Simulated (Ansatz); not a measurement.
Relaxation of H8OW (10 atoms, charge 0, multiplicity 1), to a largest force component of 0.03 eV/Å in at most 50 steps.

Computed with RKS PBE0-D4/def2-SVP (Ansatz 0.2.0).

```xyz
10
Properties=species:S:1:pos:R:3
W -0.214 -0.326 0.169
H 0.621 -0.486 1.660
H 1.437 -0.311 -0.004
H 0.454 0.628 -1.011
H -1.064 1.105 -0.157
H -1.045 -1.725 -0.337
H 0.454 -1.088 -1.143
O 0.932 2.055 1.836
H 1.508 2.336 1.115
H 1.323 1.188 2.090
```

Task: Where does it end, and by what steps?

Result: It converged. After 7 steps the energy has fallen by 0.426 eV; H9 moved furthest, 0.68 Å. Joined: W1–O8 (3.12 → 2.39 Å).

```csv
step,energy less start (eV),largest force component (eV/Å),accepted
0,0.0000,1.071,yes
1,-0.0795,1.622,yes
2,-0.1675,2.122,yes
3,-0.2796,1.987,yes
4,-0.3697,0.596,yes
5,-0.4123,0.332,yes
6,-0.4238,0.150,yes
7,-0.4264,0.019,yes
```

```xyz
10
Properties=species:S:1:pos:R:3
W -0.085 -0.215 0.241
H 0.679 -0.717 1.686
H 1.554 -0.421 0.034
H 0.758 0.642 -0.911
H -0.821 1.291 -0.097
H -1.173 -1.461 -0.250
H 0.363 -1.084 -1.111
O 0.717 1.586 1.597
H 0.830 2.384 1.067
H 1.584 1.372 1.963
```

Time of the run: 24 s on 1 thread of Intel(R) Xeon(R) Platinum 8488C (Sapphire Rapids), with other jobs on the host, peak memory 0.18 GiB.
